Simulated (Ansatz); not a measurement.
One change: `[OH][GeH2][O][SiH](O)O` becomes `C[SiH](O)O[SiH](O)O`.

Ansatz, PBE0-D4/def2-TZVP geometries, multiplicity 1. Each molecule was computed in one conformer, which needn't be the lowest.

Scalar relativity is left out up to krypton.

| property | `[OH][GeH2][O][SiH](O)O` |
| --- | --- |
| HOMO energy (ωB97M-V/def2-TZVPP) / eV | -10.81 |
| HOMO energy (PBE0/def2-TZVPP) / eV | -8.45 |
| HOMO–LUMO gap (PBE0/def2-TZVPP) / eV | 9.02 |
| HOMO–LUMO gap (PBE/def2-TZVPP) / eV | 6.52 |
| LUMO energy (ωB97M-V/def2-TZVPP) / eV | 2.07 |
| HOMO–LUMO gap (ωB97M-V/def2-TZVPP) / eV | 12.87 |

Problem. What does the change do to each property? (Estimate.)

Solution. Computed: 
```tsv
property	`C[SiH](O)O[SiH](O)O`	shift
HOMO energy (ωB97M-V/def2-TZVPP) / eV	-10.48	0.33
HOMO energy (PBE0/def2-TZVPP) / eV	-8.18	0.27
HOMO–LUMO gap (PBE0/def2-TZVPP) / eV	8.81	-0.21
HOMO–LUMO gap (PBE/def2-TZVPP) / eV	6.47	-0.05
LUMO energy (ωB97M-V/def2-TZVPP) / eV	2.06	-0.01
HOMO–LUMO gap (ωB97M-V/def2-TZVPP) / eV	12.54	-0.33
```

With PBE0 the HOMO rises by 0.27 eV and the LUMO rises by 0.07 eV, so the gap narrows by about 0.20 eV. PBE moves the HOMO by 0.13 eV and ωB97M-V by 0.33 eV.
